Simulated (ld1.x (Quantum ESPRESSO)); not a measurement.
# Varying the TM potential for chlorine (Cl)

Base potential:

```json
{"Element": "chlorine (Cl)", "Generator": "ld1.x (Quantum ESPRESSO) 7.5", "Type": "norm-conserving Troullier–Martins (Kleinman–Bylander form)", "Functional": "LDA (PZ)", "Relativity": "scalar-relativistic", "Frozen core": "[Ne]", "Valence charge": "7", "Reference configuration": "3s2 3p4 (charge +1)", "Partial waves": "3s (bound): rc 1.30 bohr; 3p (bound): rc 1.20 bohr", "Local potential": "all-electron potential smoothed inside 1.10 bohr (lloc = -1)", "Core correction": "none"}
```

Cutoffs, loose and tight: the cutoffs (Ry, on a coarse ladder) from which the occupation-weighted sum of valence levels, in a spherical-Bessel basis at the reference potential, stays within 10 and 1 mRy of its value at 400 Ry. They do not see the model core or the augmentation charge, which bear on the density cutoff. Test errors are all-electron minus pseudo excitation energies from the reference, over the configurations 3s2 3p5; 3s2 3p3; 3s2 3p2; 3s2 3p4.5; 3s1 3p6; 3s2 3p5.3; 3s2 3p1 (two spin-polarised tests are not counted in the largest error). A dash means not determined; rows that change the core or the reference have their own tests.

A true bound ghost makes a file unfit for plane-wave use even where its test errors are small: the radial tests pick states by their node count and pass the ghost by.

```csv
change,outcome,"cutoff, loose","cutoff, tight",bound ghosts,largest test error (meV)
base,generated,55 Ry,100 Ry,none,+302
"all radii scaled by about 0.77 (s 1.00, p 0.92 bohr); local potential all-electron potential smoothed inside 0.84 bohr (lloc = -1)",generated,160 Ry,over 300 Ry,s,+1142
"all radii scaled by about 0.83 (s 1.08, p 1.00 bohr); local potential all-electron potential smoothed inside 0.92 bohr (lloc = -1)",generated,120 Ry,230 Ry,none,+384
"all radii scaled by about 0.94 (s 1.22, p 1.14 bohr); local potential all-electron potential smoothed inside 1.04 bohr (lloc = -1)",generated,70 Ry,140 Ry,none,+306
"all radii scaled by about 1.13 (s 1.46, p 1.36 bohr); local potential all-electron potential smoothed inside 1.24 bohr (lloc = -1)",generated,45 Ry,70 Ry,none,+309
"all radii scaled by about 1.30 (s 1.70, p 1.56 bohr); local potential all-electron potential smoothed inside 1.44 bohr (lloc = -1)",generated,35 Ry,55 Ry,none,+357
"all radii scaled by about 1.38 (s 1.80, p 1.66 bohr); local potential all-electron potential smoothed inside 1.52 bohr (lloc = -1)",generated,30 Ry,50 Ry,none,+372
```

Question: What comes out with this change to the base: all radii scaled by about 1.22 (s 1.58, p 1.46 bohr); local potential all-electron potential smoothed inside 1.34 bohr (lloc = -1)?

Answer: outcome: generated; cutoff, loose: 40 Ry; cutoff, tight: 60 Ry; bound ghosts: none; largest test error (meV): +333.

Question: What comes out with this change to the base: all radii scaled by about 1.05 (s 1.36, p 1.26 bohr); local potential all-electron potential smoothed inside 1.16 bohr (lloc = -1)?

Answer: outcome: generated; cutoff, loose: 50 Ry; cutoff, tight: 80 Ry; bound ghosts: none; largest test error (meV): +304.

Reading the sweep of the scale of all radii (base = 1) (base included, trends over the rows without a ghost): The loose cutoff falls from 120 Ry at 0.83 to 30 Ry at 1.38. A larger radius leaves more room for a smooth pseudo-wave, so fewer plane waves are needed; a smaller one forces it to follow the all-electron wave where it bends sharply. The median size of the test errors (rows with all tests solved) is not monotonic: lowest 11.2 meV at 1.13, highest 14.4 meV at 0.83. Bound ghosts are found at 0.77.
